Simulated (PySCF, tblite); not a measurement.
C₃H₉O₂PSi.
Numbering: `[CH2:1]=[CH:2][P@@:3](=[O:4])([OH:5])[CH2:6][SiH3:7]` (hydrogens: H8, H9 on C1; H10 on C2; H11 on O5; H12, H13 on C6; H14, H15, H16 on Si7)

Geometry (GFN2-xTB, Å), atoms numbered from 1 in this order:
```
atom  x, y, z in Å
C1     2.053    1.154    0.428
C2     1.430   -0.009    0.450
P3     0.386   -0.488   -0.958
O4     0.414    0.446   -2.089
O5     0.975   -1.941   -1.379
C6    -1.248   -0.894   -0.285
Si7   -2.008    0.702    0.405
H8     1.926    1.810   -0.418
H9     2.694    1.493    1.226
H10    1.519   -0.709    1.267
H11    1.460   -1.835   -2.200
H12   -1.143   -1.675    0.464
H13   -1.837   -1.288   -1.113
H14   -1.161    1.211    1.489
H15   -2.144    1.698   -0.652
H16   -3.322    0.336    0.942
```

The calculation used PBE0/def2-SVPD in PySCF (dipole) on a GFN2-xTB geometry, gas phase.

Take the most abundant isotopes and a rigid rotor. The values belong to one conformer with, in the numbering `[CH2:1]=[CH:2][P@@:3](=[O:4])([OH:5])[CH2:6][SiH3:7]`, C1–C2–P3–O4 5°, C2–P3–O5–H -107°, C2–P3–C6–Si7 67°.

Give the principal moments of inertia and the rotational constants in MHz.

Ia = 221.27, Ib = 357.01, Ic = 449.03 u·Å²; 505379 MHz·u·Å²/I gives A = 2284, B = 1416, C = 1125 MHz.

Classify the top.

An asymmetric top; Ray's κ = -0.499.

Is it planar, by Δ = Ic − Ia − Ib?

Not planar: Δ = Ic − Ia − Ib = -129.26 u·Å². For a rigid frame Δ = −2 Σ m c², so Σ m c² = 64.63 u·Å² lies off the ab plane: 10.19 from hydrogen and 54.44 from heavier atoms. The atom farthest from that plane is 1.82 Å away.

Give the other two planar moments, Paa and Pbb, and the rms extents of the mass along the axes.

Paa = Σ m a² = (Ib + Ic − Ia)/2 = 292.38 and Pbb = Σ m b² = (Ia + Ic − Ib)/2 = 156.65 u·Å². With the mass M = 136.01 u, the rms extents √(P/M) along a, b and c are 1.47, 1.07, 0.69 Å.

Which lines would a microwave search look for?

The dipole components are |μa| = 0.21 D, |μb| = 0.73 D, |μc| = 2.49 D. The squared components, which scale the intensities, stand as 0.01 : 0.09 : 1.00 (a : b : c). Some lines, for components of 0.1 D or more:

| type | branch | J(Ka,Kc) | MHz | lower level (cm⁻¹) |
| --- | --- | --- | --- | --- |
| c | Q | 1(1,1) ← 1(0,1) | 868 | 0.085 |
| c | Q | 3(2,2) ← 3(1,2) | 2213 | 0.570 |
| b | Q | 3(2,1) ← 3(1,2) | 2504 | 0.570 |
| b | Q | 2(2,1) ← 2(1,2) | 3475 | 0.274 |
| c | R | 1(1,0) ← 0(0,0) | 3700 | 0.000 |
| a | R | 2(1,2) ← 1(1,1) | 4792 | 0.114 |
| b | Q | 3(3,1) ← 3(2,2) | 5102 | 0.644 |
| a | R | 3(1,3) ← 2(1,2) | 7153 | 0.274 |
| c | R | 2(2,0) ← 1(1,0) | 8039 | 0.123 |
| c | R | 3(1,2) ← 2(0,2) | 9525 | 0.252 |
| b | R | 3(2,2) ← 2(1,1) | 10228 | 0.303 |
| c | R | 3(3,0) ← 2(2,0) | 12672 | 0.392 |
| b | R | 3(3,0) ← 2(2,1) | 12734 | 0.389 |

Its GFN2-xTB frequencies are all real (lowest 50 cm⁻¹). These are rigid-rotor constants of the computed structure; measured ground-state constants (B0) also hold zero-point vibration. A rigid rotor knows nothing of internal rotation, which can split or shift real lines.

Cost: about 1.6 min of CPU time on one thread; the machine was shared, so the figure is rough. This is the PBE0/def2-SVPD job that gave the dipole, with the excitations it also computed.
